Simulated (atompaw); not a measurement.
An all-electron radial function and its pseudo partner (silicon)

Columns: radius, all-electron u(r) and pseudo u(r) of the 3s shell (level -14.73 eV) of silicon in the configuration [Ne] 3s2 3p1.5; PBE, scalar-relativistic, PAW (atompaw) scheme, atompaw 4.2.0.5.

```tsv
r (bohr)	all-electron	pseudo
0.088	0.1498	0.0585
0.177	-0.0761	0.1175
0.265	-0.2631	0.1753
0.354	-0.3429	0.2330
0.442	-0.3289	0.2889
0.531	-0.2523	0.3441
0.619	-0.1420	0.3970
0.708	-0.0155	0.4482
0.796	0.1112	0.4964
0.885	0.2328	0.5421
0.973	0.3417	0.5839
1.062	0.4382	0.6224
1.150	0.5193	0.6562
1.238	0.5865	0.6855
1.327	0.6413	0.7102
1.415	0.6833	0.7296
1.504	0.7146	0.7440
1.592	0.7353	0.7531
1.681	0.7471	0.7570
1.769	0.7508	0.7558
1.858	0.7476	0.7499
1.946	0.7388	0.7396
2.035	0.7250	0.7252
2.123	0.7074	0.7074
2.212	0.6864	0.6864
2.300	0.6633	0.6633
```

Problem. How many radial nodes do the two functions have?

Solution. The all-electron 3s function has n − l − 1 = 2; the pseudo-wave has 0, since the states of the same l below it are removed with the core.

Problem. Where does each function peak?

Solution. Outermost all-electron maximum near 1.77 bohr, pseudo maximum near 1.68 bohr (to the table’s step).

Problem. Is the pseudo-wave norm-conserving?

Solution. No, it belongs to a PAW set: the norm inside the radius is not constrained, and the difference is carried by the augmentation charge.
